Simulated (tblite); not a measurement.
Compound: C5H11BF2O.
Numbering: `[CH3:1][O:2][C@@H:3]([CH3:4])[C@H:5]([CH3:6])[B:7]([F:8])[F:9]` (hydrogens: H10, H11, H12 on C1; H13 on C3; H14, H15, H16 on C4; H17 on C5; H18, H19, H20 on C6)

Computed with GFN2-xTB (tblite), gas phase: L-BFGS steps from a force-field or distance-geometry start until the largest atomic force falls under 0.01 eV/Å.

Step 24: E = -848.1670 eV
```
atom  x, y, z in Å  |  force x, y, z in eV/Å
C1      2.1396   -1.0310   -0.9027    0.045  -0.064  -0.037
O2      1.1924    0.0027   -0.9621    0.079  -0.044   0.044
C3      0.4180    0.2084    0.2185    0.031   0.016  -0.002
C4      0.8778    1.5083    0.8924    0.036   0.054  -0.016
C5     -1.0577    0.2289   -0.2372   -0.060  -0.015  -0.054
C6     -2.0305    0.3496    0.9376   -0.061  -0.047   0.085
B7     -1.3588   -1.0818   -1.0963    0.123   0.053   0.006
F8     -1.5948   -1.0637   -2.3877   -0.054  -0.027  -0.062
F9     -1.3900   -2.2922   -0.5703    0.022   0.038   0.010
H10     2.7537   -0.9234   -1.7941    0.021  -0.019  -0.059
H11     1.6561   -2.0155   -0.9207   -0.001  -0.015   0.059
H12     2.7887   -0.9676   -0.0202   -0.089   0.075   0.000
H13     0.5597   -0.6287    0.9138    0.039  -0.057  -0.051
H14     1.9191    1.6771    0.6283    0.042  -0.039   0.037
H15     0.8085    1.4571    1.9759   -0.110  -0.024  -0.038
H16     0.3148    2.3645    0.5311   -0.058  -0.044   0.003
H17    -1.1706    1.1044   -0.8795    0.029   0.087  -0.029
H18    -1.7145    1.1204    1.6326   -0.049   0.121  -0.056
H19    -2.0958   -0.5853    1.4826    0.051  -0.137   0.073
H20    -3.0211    0.5784    0.5550   -0.036   0.088   0.084
```

Step 25: E = -848.1720 eV
```
atom  x, y, z in Å  |  force x, y, z in eV/Å
C1      2.1297   -1.0332   -0.9066    0.048  -0.049  -0.024
O2      1.1711   -0.0102   -0.9716    0.072  -0.025   0.112
C3      0.4163    0.2091    0.2212   -0.084  -0.027  -0.023
C4      0.8874    1.5062    0.8899    0.021  -0.007  -0.023
C5     -1.0611    0.2364   -0.2285   -0.124  -0.035  -0.068
C6     -2.0416    0.3513    0.9432   -0.003  -0.048   0.036
B7     -1.3425   -1.0771   -1.0955    0.120   0.097   0.006
F8     -1.5747   -1.0600   -2.3873   -0.060  -0.002  -0.077
F9     -1.3500   -2.2908   -0.5782    0.024   0.016   0.047
H10     2.7423   -0.9226   -1.7979    0.040  -0.028  -0.070
H11     1.6562   -2.0226   -0.9195    0.008  -0.010   0.064
H12     2.7749   -0.9549   -0.0227   -0.072   0.056  -0.010
H13     0.5503   -0.6321    0.9154    0.072  -0.012  -0.068
H14     1.9318    1.6568    0.6339    0.090  -0.005   0.026
H15     0.8075    1.4592    1.9721   -0.107  -0.019  -0.012
H16     0.3356    2.3662    0.5212   -0.049  -0.035  -0.010
H17    -1.1742    1.1119   -0.8718    0.026   0.073  -0.004
H18    -1.7413    1.1344    1.6325   -0.042   0.099  -0.063
H19    -2.0890   -0.5821    1.4947    0.023  -0.090   0.053
H20    -3.0339    0.5645    0.5527   -0.001   0.052   0.107
```

Step 26: E = -848.1773 eV
```
atom  x, y, z in Å  |  force x, y, z in eV/Å
C1      2.1205   -1.0364   -0.9110    0.037  -0.019  -0.004
O2      1.1507   -0.0242   -0.9801    0.044   0.003   0.129
C3      0.4139    0.2092    0.2229   -0.160  -0.061  -0.037
C4      0.8964    1.5035    0.8867   -0.005  -0.071  -0.023
C5     -1.0656    0.2440   -0.2211   -0.140  -0.032  -0.057
C6     -2.0516    0.3524    0.9495    0.052  -0.033  -0.016
B7     -1.3232   -1.0710   -1.0952    0.071   0.113  -0.012
F8     -1.5563   -1.0551   -2.3871   -0.054   0.014  -0.073
F9     -1.3102   -2.2869   -0.5839    0.037   0.009   0.066
H10     2.7316   -0.9232   -1.8031    0.047  -0.038  -0.060
H11     1.6565   -2.0303   -0.9165    0.020  -0.010   0.062
H12     2.7590   -0.9403   -0.0250   -0.028   0.025  -0.016
H13     0.5428   -0.6359    0.9147    0.087   0.025  -0.067
H14     1.9448    1.6377    0.6415    0.104   0.022   0.018
H15     0.8021    1.4592    1.9673   -0.093  -0.010   0.008
H16     0.3535    2.3656    0.5107   -0.024  -0.021  -0.025
H17    -1.1765    1.1208   -0.8647    0.011   0.048   0.027
H18    -1.7682    1.1497    1.6313   -0.025   0.050  -0.069
H19    -2.0802   -0.5801    1.5074   -0.008  -0.014   0.023
H20    -3.0454    0.5519    0.5528    0.025   0.000   0.125
```

Step 27: E = -848.1824 eV
```
atom  x, y, z in Å  |  force x, y, z in eV/Å
C1      2.1125   -1.0400   -0.9154    0.018   0.013   0.016
O2      1.1318   -0.0380   -0.9874    0.008   0.025   0.086
C3      0.4097    0.2081    0.2229   -0.154  -0.068  -0.035
C4      0.9036    1.4995    0.8832   -0.029  -0.103  -0.015
C5     -1.0710    0.2512   -0.2157   -0.103  -0.009  -0.030
C6     -2.0586    0.3530    0.9554    0.072  -0.008  -0.048
B7     -1.3029   -1.0635   -1.0956   -0.012   0.086  -0.041
F8     -1.5407   -1.0493   -2.3873   -0.037   0.017  -0.055
F9     -1.2729   -2.2808   -0.5864    0.055   0.025   0.056
H10     2.7226   -0.9261   -1.8088    0.037  -0.043  -0.028
H11     1.6574   -2.0381   -0.9119    0.032  -0.007   0.055
H12     2.7423   -0.9251   -0.0269    0.035  -0.010  -0.018
H13     0.5380   -0.6395    0.9115    0.078   0.035  -0.042
H14     1.9570    1.6222    0.6512    0.068   0.027   0.015
H15     0.7923    1.4571    1.9623   -0.070   0.001   0.012
H16     0.3671    2.3625    0.5001    0.014  -0.011  -0.034
H17    -1.1771    1.1303   -0.8581   -0.016   0.026   0.051
H18    -1.7926    1.1646    1.6291    0.008  -0.003  -0.071
H19    -2.0697   -0.5782    1.5193   -0.033   0.058  -0.005
H20    -3.0541    0.5407    0.5557    0.028  -0.052   0.129
```

Problem. Estimate the geometry and energy of step 28. (The exact step hangs on the optimiser's Hessian estimate; all steps are aligned on step 27, rigid shifts and turns removed.)

Solution. E = -848.1861 eV, largest force 0.141 eV/Å
```
atom  x, y, z in Å  |  force x, y, z in eV/Å
C1      2.1061   -1.0428   -0.9187    0.002   0.031   0.025
O2      1.1160   -0.0493   -0.9930   -0.015   0.023   0.022
C3      0.4039    0.2061    0.2219   -0.075  -0.043  -0.021
C4      0.9082    1.4942    0.8800   -0.035  -0.082  -0.006
C5     -1.0767    0.2569   -0.2124   -0.042   0.016  -0.007
C6     -2.0622    0.3539    0.9594    0.045   0.013  -0.043
B7     -1.2864   -1.0561   -1.0966   -0.081   0.027  -0.061
F8     -1.5290   -1.0432   -2.3878   -0.023   0.008  -0.038
F9     -1.2418   -2.2741   -0.5864    0.067   0.061   0.023
H10     2.7158   -0.9300   -1.8138    0.016  -0.039   0.010
H11     1.6589   -2.0447   -0.9069    0.040   0.004   0.049
H12     2.7290   -0.9124   -0.0286    0.085  -0.034  -0.019
H13     0.5357   -0.6420    0.9076    0.049   0.015  -0.007
H14     1.9668    1.6111    0.6605   -0.005   0.008   0.016
H15     0.7817    1.4542    1.9581   -0.048   0.008   0.001
H16     0.3772    2.3586    0.4906    0.051  -0.013  -0.032
H17    -1.1772    1.1386   -0.8521   -0.044   0.022   0.055
H18    -1.8114    1.1763    1.6266    0.046  -0.033  -0.067
H19    -2.0605   -0.5750    1.5285   -0.041   0.090  -0.015
H20    -3.0596    0.5303    0.5602    0.007  -0.081   0.115
```

The energy changes by -0.0037 eV. The first-order estimate −F·Δx gives -0.0053 eV and the mean of the old and new forces, exact on a quadratic surface, -0.0037 eV. The step makes an angle of 78° with the force vector and moves no atom by more than 0.032 Å.

The cost below is that of the whole relaxation. Time: 1.3 s of wall time. Hardware: one thread of an Arm Neoverse N1 (shared host).
